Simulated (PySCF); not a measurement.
# Structure from NMR data

An unknown has the formula C$_{8}$H$_{14}$. Its calculated NMR data are:

¹H NMR (300 MHz, computed): δ 6.20 (m, 1H), 5.29 (m, 1H), 5.22 (m, 1H), 5.05 (d, 1H), 3.15 (m, 1H), 1.80 (s, 3H), 1.77 (s, 3H), 1.12 (d, 3H).

¹³C{¹H} NMR (computed): δ 151.6 (CH), 137.8 (C), 137.6 (CH), 116.5 (CH2), 40.1 (CH), 29.1 (CH3), 20.0 (CH3), 18.6 (CH3).

Computed data (PySCF 2.14.0 with density-fitted response routines): geometry from GFN2-xTB, shielding tensors at PBE0/pcSseg-1 (GIAO). No solvent model, non-relativistic Hamiltonian, one averaged value for each set of equivalent atoms, one conformer.

Referencing at the same level of theory: TMS for ¹H, ¹³C.

Question: Choose the structure that fits.
A. C1CC2CCC1CC2
B. C=C[C@@H](C)C=C(C)C
C. C=C/C=C/C(C)(C)C

Answer: B. 

1. The formula gives 2 degrees of unsaturation (no ring in the answer).
2. 8 carbon signals for 8 carbons: no two carbons are equivalent.
3. Carbon types of the structure: 1 × C, 3 × CH, 1 × CH2, 3 × CH3, which accounts for all hydrogens.
4. δC 151.6, 137.6: alkene CH; an sp2 carbon of a C=C bond.
5. δC 137.8: fully substituted alkene carbon; an sp2 carbon of a C=C bond.
6. δC 116.5: terminal =CH2 carbon; an sp2 carbon of a C=C bond.
7. δC 29.1, 20.0: allylic methyl carbon; a saturated carbon with 1 carbon neighbour and no heteroatom attached.
8. δH 5.29, 5.22: hydrogen on a terminal =CH2 carbon; olefinic region.

The others: C=C/C=C/C(C)(C)C would give 6 carbon signals, not 8; C1CC2CCC1CC2 would give 2 carbon signals, not 8.

Shifts are as computed. Against solution values, carbons near 30 ppm lie about +3 ppm off and those near 130 ppm about +5 ppm. Of 1211 compounds with measured shifts, 218 miss one by over three times the rms of a fit or turn the order of signals round; such compounds aren't used in these exercises. Multiplicities follow the n + 1 count of equivalent neighbours, as no J values were calculated; m marks all less simple cases, F and P coupling included.
